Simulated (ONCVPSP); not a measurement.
# Which change was made? (Bi, ONCV)

bismuth (Bi), optimised norm-conserving Vanderbilt (ONCV), made with ONCVPSP 4.0.1 (PBE, fully relativistic). Core [Kr] 4d10 4f14, reference 5s2 5p6 5d10 6s1.5 6p3.5. Waves: 5s+6s: rc 1.30 bohr, ncon 4, nbas 8, qcut 11.5 1/bohr, 2 projectors; 5p+6p: rc 1.35 bohr, ncon 4, nbas 8, qcut 10.6 1/bohr, 2 projectors; 5d: rc 1.85 bohr, ncon 3, nbas 7, qcut 9.8 1/bohr, 1 projector. Local part: polynomial inside 1.15 bohr (lpopt 5, dvloc0 3 Ha). Core correction: polynomial model core, fcfact 0.5.

Open shells are filled in proportion to 2j + 1.

Cutoffs, loose and tight: the cutoffs (Ha) at which the residual kinetic energy of the hardest occupied pseudo-wave falls to 1 and 0.1 mHa per electron. They do not see the model core or the augmentation charge, which bear on the density cutoff. Test errors are all-electron minus pseudo excitation energies from the reference, over the configurations 5s2 5p6 5d10 6s2 6p3; 5s2 5p6 5d10 6s2 6p2; 5s2 5p6 5d10 6s2 6p1; 5s2 5p6 5d9 6s2 6p4; variants that change the core or the reference have their own tests.

The base gives: outcome: generated; cutoff, loose: 44 Ha; cutoff, tight: 51 Ha; bound ghosts: p1/2; GHOST(+) flags above zero: s; largest test error (meV): +3.1.

Q: After one change the result is: outcome: generated; cutoff, loose: 44 Ha; cutoff, tight: 51 Ha; bound ghosts: p1/2; GHOST(+) flags above zero: s; largest test error (meV): -3.4. Which change was it?
A. local potential polynomial inside 1.15 bohr (lpopt 5, dvloc0 0.5 Ha)
B. d: rc 1.6
C. d: rc 1.3, qcut 13.9, nproj 0; local potential the d channel
D. s: qcut 7.8; p: qcut 7.2; d: qcut 6.7

A: B. The others give: s: qcut 7.8; p: qcut 7.2; d: qcut 6.7 → outcome: generated; cutoff, loose: 29 Ha; cutoff, tight: 102 Ha; bound ghosts: none; GHOST(+) flags above zero: s; largest test error (meV): +34 | d: rc 1.3, qcut 13.9, nproj 0; local potential the d channel → outcome: generated, misses its reference levels by 1.85 eV; cutoff, loose: 54 Ha; cutoff, tight: 67 Ha; bound ghosts: p3/2; GHOST(+) flags above zero: none; largest test error (meV): +41 | local potential polynomial inside 1.15 bohr (lpopt 5, dvloc0 0.5 Ha) → outcome: generated; cutoff, loose: 44 Ha; cutoff, tight: 51 Ha; bound ghosts: none; GHOST(+) flags above zero: s; largest test error (meV): +0.9.
